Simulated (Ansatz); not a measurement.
`[F][In]([F])[I]` + HBr → `[F][In]([F])[Br]` + HI  (ligand exchange at the In–I bond)

Gas-phase electronic energies from Ansatz, PBE0-D4/def2-TZVP geometries. CCSD(T)/CBS adds triple-zeta CCSD(T) − MP2 to the extrapolated MP2 energy (def2 sets, frozen cores). Functionals use def2-TZVPP. B3LYP here is the variant with VWN-RPA as its local correlation; programs differ in this. HSE06 is defined as in plane-wave codes. Elements past krypton have def2 core potentials. For Br, I, In outer-core shells are correlated without core-valence functions, which leaves a few kJ/mol of doubt a bond. Scalar relativity is left out up to krypton.

| level | ΔE (kcal/mol) | difference from CCSD(T)/CBS |
| --- | --- | --- |
| LDA (SPW92) | 4.5 | -0.1 |
| PBE-D4 | 4.2 | -0.4 |
| revPBE-D4 | 3.9 | -0.7 |
| BLYP-D4 | 3.8 | -0.8 |
| r2SCAN-D4 | 4.0 | -0.6 |
| B97M-V | 2.9 | -1.7 |
| PBE0-D4 | 4.2 | -0.4 |
| B3LYP-D4 | 3.9 | -0.7 |
| r2SCANh-D4 | 4.0 | -0.6 |
| r2SCAN0-D4 | 4.1 | -0.5 |
| HSE06-D4 | 4.2 | -0.4 |
| BHLYP-D4 | 4.0 | -0.6 |
| CAM-B3LYP-D4 | 3.6 | -1.0 |
| ωB97X-V | 3.5 | -1.1 |
| ωB97M-V | 3.6 | -1.0 |
| B2PLYP | 3.9 | -0.7 |
| PBE-QIDH | 4.1 | -0.5 |
| BLYP | 3.6 | -1.0 |
| r2SCAN | 3.9 | -0.7 |
| PBE0 | 4.0 | -0.6 |
| B3LYP | 3.7 | -0.9 |
| r2SCANh | 4.0 | -0.6 |
| r2SCAN0 | 4.1 | -0.5 |
| HSE06 | 4.1 | -0.5 |
| BHLYP | 3.5 | -1.1 |
| CAM-B3LYP | 3.4 | -1.2 |
| LC-ωPBE | 3.4 | -1.2 |
| HF/def2-SVP | 4.0 | -0.6 |
| MP2/def2-SVP | 4.4 | -0.2 |
| CCSD/def2-SVP | 4.1 | -0.5 |
| HF/def2-TZVPP | 2.8 | -1.8 |
| MP2/def2-TZVPP | 4.5 | -0.1 |
| SCS-MP2/def2-TZVPP | 3.9 | -0.7 |
| CCSD/def2-TZVPP | 3.3 | -1.3 |
| CCSD(T)/def2-TZVPP | 3.4 | -1.2 |
| HF/def2-QZVPP | 2.9 | -1.7 |
| MP2/def2-QZVPP | 5.3 | 0.7 |
| HF/CBS(def2) | 3.0 | -1.6 |
| MP2/CBS(def2) | 5.8 | 1.2 |
| CCSD/CBS(def2) | 4.5 | -0.1 |
| CCSD(T)/CBS | 4.6 | 0 |

Problem. What do rigid-rotor, harmonic-oscillator terms from PBE0-D4/def2-TZVP frequencies (298.15 K, 1 bar) make of the CCSD(T)/CBS value? (An estimate is asked.)

Solution. Ansatz gave: ΔZPE = -0.4 kcal/mol, ΔH = +4.2 kcal/mol, ΔS = 0 J/(mol·K), ΔG = +4.2 kcal/mol.

Largest T1 diagnostic among the species: 0.015.

Leaving LDA and LC-ωPBE aside and taking each functional with its dispersion term where it has one, the values spread over 1.3 kcal/mol, from B97M-V to HSE06-D4.
